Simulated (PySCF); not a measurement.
## ZnB, PBE: how much the basis matters

PySCF, UKS reference; doublet, unpaired electrons π ↑; De to Zn + B without counterpoise correction.

```tsv
basis	relativity	functions	Re (Å)	ωe (cm⁻¹)	De (eV)	μ (D)
def2-SVP	no relativity	45	2.161	369	0.87	-2.26
jorge-DZP-DKH	spin-free X2C	58	2.120	396	1.02	-1.84
x2c-TZVPPall	spin-free X2C	95	2.171	357	0.73	-1.79
```

(1) How does each smaller set differ from the one with most functions, x2c-TZVPPall?

A positive dipole means Zn(−)B(+). The state was picked by a PBE0 search and need not be the measured ground state.

Answers

(1) def2-SVP: -1.0 pm, +3.4 % in ωe, +0.14 eV in De; jorge-DZP-DKH: -5.1 pm, +10.9 % in ωe, +0.29 eV in De. All at PBE; the set with most functions is neither the basis-set limit nor always the best. The rows treat relativity differently, so the differences are not basis effects alone.
